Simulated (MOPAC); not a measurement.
MOPAC input (AM1):

```
AM1 FORCE THERMO(298,298) PRECISE LET CHARGE=-1 GEO-OK AUX(PRECISION=9) THREADS=1
C4H5S

C    -1.40740183 1   -0.04609494 1   -0.07903771 1
C    -0.79501306 1   -1.32963016 1   -0.05263051 1
C     0.52721475 1   -1.41779800 1    0.02080802 1
C     1.28695907 1   -0.12497739 1    0.07125155 1
S     0.07354652 1    1.18923303 1    0.01139941 1
H    -1.93745626 1    0.20088495 1   -1.02220406 1
H    -2.03953934 1    0.18970951 1    0.80205221 1
H     1.10918779 1   -2.34066672 1    0.04772553 1
H     1.87769471 1   -0.02749552 1    1.01090957 1
H     1.97878850 1   -0.01641235 1   -0.79535902 1
```

From the output:

```
     H   10   0.013155   0.007116   0.574123   5.342224

          HEAT OF FORMATION =      35.526121 KCALS/MOLE

          ZERO POINT ENERGY      48.119 KCAL/MOL

           NORMAL COORDINATE ANALYSIS (Total motion = 1 Angstrom)

   Root No.       1         2         3         4         5         6         7         8

                 1 A"      1 A'      2 A"      2 A'      3 A'      3 A"      4 A'      4 A"

                 190.5     338.3     402.5     490.6     650.6     757.9     792.9     845.3

           1   -0.0000   -0.1124    0.0000   -0.0511   -0.0295   -0.0000    0.0181   -0.0000
           2   -0.0000    0.2751    0.0000   -0.1232   -0.0490    0.0000   -0.0005   -0.0000
           3    0.0610    0.0000   -0.0185   -0.0000   -0.0000   -0.0257   -0.0000    0.0615
           4   -0.0000   -0.0379   -0.0000   -0.0845   -0.0754   -0.0000    0.0558    0.0000
           5   -0.0000    0.0271   -0.0000    0.0541    0.1271   -0.0000   -0.1160    0.0000
           6   -0.0305   -0.0000    0.0981   -0.0000    0.0000    0.0221   -0.0000   -0.0173
           7    0.0000    0.0014    0.0000   -0.0806    0.1109    0.0000   -0.1034    0.0000
           8   -0.0000    0.0279    0.0000    0.0454    0.0024   -0.0000    0.0008    0.0000
           9   -0.0377   -0.0000   -0.0718    0.0000    0.0000   -0.0371   -0.0000   -0.0260
          10   -0.0000    0.0290   -0.0000   -0.0053    0.1373    0.0000    0.1401    0.0000
          11   -0.0000    0.0295    0.0000    0.0883    0.0110   -0.0000    0.1375   -0.0000
          12    0.0686    0.0000    0.0126    0.0000    0.0000   -0.0299    0.0000   -0.0017
          13    0.0000    0.0511   -0.0000    0.0885   -0.0615    0.0000   -0.0478    0.0000
          14    0.0000   -0.1457   -0.0000   -0.0231   -0.0248    0.0000   -0.0146    0.0000
          15   -0.0365   -0.0000    0.0010    0.0000   -0.0000    0.0088   -0.0000   -0.0092
          16   -0.0654   -0.0649    0.1338   -0.0603   -0.0026   -0.0348    0.0087    0.0119
          17   -0.0561    0.1390    0.0558   -0.1040   -0.0766   -0.1117    0.0079    0.2691
          18    0.1213    0.0201   -0.1173   -0.0007   -0.0008    0.0499    0.0004   -0.0800
          19    0.0654   -0.0649   -0.1338   -0.0603   -0.0026    0.0348    0.0087   -0.0119
          20    0.0561    0.1390   -0.0558   -0.1040   -0.0766    0.1117    0.0079   -0.2691
          21    0.1213   -0.0201   -0.1173    0.0007    0.0008    0.0499   -0.0004   -0.0800
          22    0.0000    0.0035    0.0000   -0.0717    0.1261   -0.0000   -0.0817   -0.0000
          23   -0.0000   -0.0125    0.0000   -0.0074   -0.1496   -0.0000   -0.0721   -0.0000
          24   -0.1074   -0.0000   -0.1902    0.0000    0.0000    0.3162    0.0000    0.2415
          25   -0.0250   -0.0350    0.0138    0.0091    0.0645   -0.0103    0.1323    0.0330
          26   -0.1030    0.0424   -0.0898    0.0902   -0.0001   -0.1339    0.1300   -0.0220
          27    0.1460    0.0010    0.0743   -0.0035    0.0116    0.0732   -0.0030    0.0079
          28    0.0250   -0.0350   -0.0138    0.0091    0.0645    0.0103    0.1323   -0.0330
          29    0.1030    0.0424    0.0898    0.0902   -0.0001    0.1339    0.1300    0.0220
          30    0.1460   -0.0010    0.0743    0.0035   -0.0116    0.0732    0.0030    0.0079

   Root No.       9        10        11        12        13        14        15        16

                 5 A"      6 A"      7 A"      5 A'      6 A'      7 A'      8 A'      9 A'

                 903.1    1022.5    1060.7    1125.6    1146.7    1168.5    1230.4    1297.7

           1   -0.0000    0.0000   -0.0000   -0.0075    0.0025   -0.0666   -0.0053    0.0253
           2    0.0000   -0.0000    0.0000    0.0183   -0.0281   -0.0070    0.0087   -0.0008
           3   -0.0149    0.0442    0.0122   -0.0000   -0.0000   -0.0000   -0.0000   -0.0000
           4   -0.0000    0.0000   -0.0000   -0.0039    0.0083    0.0325   -0.0190   -0.0470
           5   -0.0000    0.0000   -0.0000    0.0170    0.0066   -0.0312   -0.0146    0.0039
           6    0.0170   -0.0442   -0.0205    0.0000    0.0000   -0.0000    0.0000   -0.0000
           7    0.0000    0.0000   -0.0000   -0.0391    0.0033    0.0362    0.0712   -0.0094
           8   -0.0000    0.0000   -0.0000    0.0215    0.0146    0.0100   -0.0802   -0.0437
           9   -0.0457   -0.0097    0.0528    0.0000    0.0000   -0.0000    0.0000   -0.0000
          10   -0.0000   -0.0000    0.0000    0.0134    0.0065    0.0255   -0.0793    0.0269
          11   -0.0000    0.0000   -0.0000   -0.0369   -0.0110   -0.0011    0.0899    0.0065
          12    0.0694    0.0057   -0.0338    0.0000    0.0000    0.0000    0.0000    0.0000
          13    0.0000   -0.0000    0.0000   -0.0017   -0.0036    0.0008   -0.0043    0.0013
          14    0.0000   -0.0000    0.0000    0.0008   -0.0087    0.0082   -0.0048   -0.0015
          15   -0.0090    0.0031   -0.0032   -0.0000   -0.0000    0.0000   -0.0000    0.0000
          16   -0.0055    0.2967    0.0633    0.1017   -0.1640   -0.0660    0.0268    0.1402
          17   -0.0650   -0.1393   -0.0205   -0.1232    0.1864   -0.1299   -0.0654    0.0836
          18    0.0210   -0.0593   -0.0148    0.0061   -0.0082    0.0517    0.0136   -0.0911
          19    0.0055   -0.2967   -0.0633    0.1017   -0.1640   -0.0660    0.0268    0.1402
          20    0.0650    0.1393    0.0205   -0.1232    0.1864   -0.1299   -0.0654    0.0836
          21    0.0210   -0.0593   -0.0148   -0.0061    0.0082   -0.0517   -0.0136    0.0911
          22   -0.0000   -0.0000    0.0000   -0.0527   -0.0167    0.0082    0.0372   -0.0452
          23   -0.0000    0.0000   -0.0000    0.1603    0.1989    0.2606    0.1301    0.2424
          24    0.1262    0.0855   -0.0749    0.0000    0.0000   -0.0000    0.0000   -0.0000
          25    0.2297   -0.0605    0.2820    0.1729    0.1062   -0.1154    0.2166   -0.1134
          26    0.1501    0.0356   -0.1731   -0.0883   -0.0410    0.0434    0.0537    0.0224
          27   -0.0950   -0.0088    0.0388    0.0069    0.0018   -0.0020   -0.0394    0.0121
          28   -0.2297    0.0605   -0.2820    0.1729    0.1062   -0.1154    0.2166   -0.1134
          29   -0.1501   -0.0356    0.1731   -0.0883   -0.0410    0.0434    0.0537    0.0224
          30   -0.0950   -0.0088    0.0388   -0.0069   -0.0018    0.0020    0.0394   -0.0121

   Root No.      17        18        19        20        21        22        23        24

                10 A'     11 A'     12 A'      8 A"      9 A"     13 A'     14 A'     15 A'

                1382.5    1421.6    1847.2    3036.6    3077.3    3106.8    3133.8    3230.4

           1   -0.0153    0.0864    0.0798    0.0000    0.0000   -0.0006   -0.0308    0.0011
           2   -0.0071    0.0294    0.0083   -0.0000   -0.0000   -0.0004   -0.0250    0.0014
           3   -0.0000    0.0000    0.0000    0.0006   -0.0594   -0.0000    0.0000   -0.0000
           4    0.0012   -0.0369   -0.2077    0.0000    0.0000    0.0006   -0.0020   -0.0010
           5   -0.0011    0.0188   -0.2086    0.0000    0.0000    0.0016   -0.0015    0.0024
           6   -0.0000    0.0000   -0.0000   -0.0001   -0.0020   -0.0000    0.0000    0.0000
           7   -0.0004   -0.0237    0.1110    0.0000    0.0000    0.0005    0.0001   -0.0722
           8    0.0149   -0.0309    0.2136    0.0000    0.0000   -0.0042    0.0008   -0.0123
           9   -0.0000   -0.0000    0.0000   -0.0015   -0.0002    0.0000   -0.0000    0.0000
          10   -0.0018    0.0130   -0.0084    0.0000   -0.0000   -0.0107    0.0001   -0.0028
          11   -0.0584   -0.0147   -0.0052    0.0000    0.0000   -0.0374    0.0009    0.0004
          12   -0.0000   -0.0000   -0.0000   -0.0586   -0.0009    0.0000   -0.0000    0.0000
          13   -0.0018   -0.0008   -0.0005   -0.0000   -0.0000   -0.0008    0.0001    0.0002
          14   -0.0005   -0.0008   -0.0005   -0.0000   -0.0000   -0.0005   -0.0007   -0.0001
          15    0.0000   -0.0000   -0.0000   -0.0003   -0.0002    0.0000   -0.0000   -0.0000
          16    0.0510   -0.1676    0.0421   -0.0024    0.2098    0.0032    0.1885   -0.0028
          17    0.0375   -0.1114   -0.0194   -0.0026    0.1807    0.0031    0.1627   -0.0032
          18   -0.0499    0.1783    0.0133   -0.0046    0.3708    0.0073    0.3926   -0.0064
          19    0.0510   -0.1676    0.0421    0.0024   -0.2098    0.0032    0.1885   -0.0028
          20    0.0375   -0.1114   -0.0194    0.0026   -0.1807    0.0031    0.1627   -0.0032
          21    0.0499   -0.1783   -0.0133   -0.0046    0.3708   -0.0073   -0.3926    0.0064
          22    0.0037   -0.0382    0.1408    0.0000   -0.0000   -0.0012    0.0090    0.8946
          23   -0.0088    0.0727    0.0318    0.0000    0.0000   -0.0002    0.0013    0.1057
          24   -0.0000    0.0000    0.0000   -0.0013    0.0006    0.0000   -0.0000    0.0000
          25    0.0726   -0.0332    0.0465    0.0768    0.0008    0.0701   -0.0009   -0.0012
          26    0.2830    0.0732   -0.0366    0.2731    0.0032    0.2460   -0.0044    0.0008
          27   -0.2234   -0.0485    0.0305    0.3659    0.0045    0.3914   -0.0070    0.0008
          28    0.0726   -0.0332    0.0465   -0.0768   -0.0008    0.0701   -0.0009   -0.0012
          29    0.2830    0.0732   -0.0366   -0.2731   -0.0032    0.2460   -0.0044    0.0008
          30    0.2234    0.0485   -0.0305    0.3659    0.0045   -0.3914    0.0070   -0.0008

           MASS-WEIGHTED COORDINATE ANALYSIS (NORMAL COORDINATES)

   Root No.       1         2         3         4         5         6         7         8

                 1 A"      1 A'      2 A"      2 A'      3 A'      3 A"      4 A'      4 A"

                 190.5     338.3     402.5     490.6     650.6     757.9     792.9     845.3

           1   -0.0000   -0.2799    0.0000   -0.1921   -0.1093   -0.0000    0.0643   -0.0000
           2   -0.0000    0.6852    0.0000   -0.4628   -0.1812    0.0000   -0.0019   -0.0000
           3    0.3901    0.0000   -0.1136   -0.0000   -0.0000   -0.1880   -0.0000    0.4020
           4   -0.0000   -0.0944   -0.0000   -0.3178   -0.2791   -0.0000    0.1979    0.0000
           5   -0.0000    0.0675   -0.0000    0.2033    0.4702   -0.0000   -0.4111    0.0000
           6   -0.1948   -0.0000    0.6031   -0.0000    0.0000    0.1616   -0.0000   -0.1132
           7    0.0000    0.0035    0.0000   -0.3028    0.4102    0.0000   -0.3667    0.0000
           8   -0.0000    0.0694    0.0000    0.1706    0.0090   -0.0000    0.0027    0.0000
           9   -0.2408   -0.0000   -0.4413    0.0000    0.0000   -0.2713   -0.0000   -0.1699
          10   -0.0000    0.0723   -0.0000   -0.0201    0.5081    0.0000    0.4968    0.0000
          11   -0.0000    0.0736    0.0000    0.3318    0.0409   -0.0000    0.4873   -0.0000
          12    0.4384    0.0000    0.0775    0.0000    0.0000   -0.2192    0.0000   -0.0114
          13    0.0000    0.2079   -0.0000    0.5433   -0.3719    0.0000   -0.2766    0.0000
          14    0.0000   -0.5931   -0.0000   -0.1419   -0.1499    0.0000   -0.0843    0.0000
          15   -0.3808   -0.0000    0.0102    0.0000   -0.0000    0.1049   -0.0000   -0.0985
          16   -0.1210   -0.0469    0.2381   -0.0656   -0.0028   -0.0737    0.0090    0.0225
          17   -0.1039    0.1003    0.0994   -0.1132   -0.0821   -0.2368    0.0081    0.5095
          18    0.2247    0.0145   -0.2089   -0.0008   -0.0008    0.1058    0.0004   -0.1515
          19    0.1210   -0.0469   -0.2381   -0.0656   -0.0028    0.0737    0.0090   -0.0225
          20    0.1039    0.1003   -0.0994   -0.1132   -0.0821    0.2368    0.0081   -0.5095
          21    0.2247   -0.0145   -0.2089    0.0008    0.0008    0.1058   -0.0004   -0.1515
          22    0.0000    0.0025    0.0000   -0.0780    0.1351   -0.0000   -0.0839   -0.0000
          23   -0.0000   -0.0090    0.0000   -0.0080   -0.1603   -0.0000   -0.0740   -0.0000
```

The dipole moment of an ion depends on the origin.
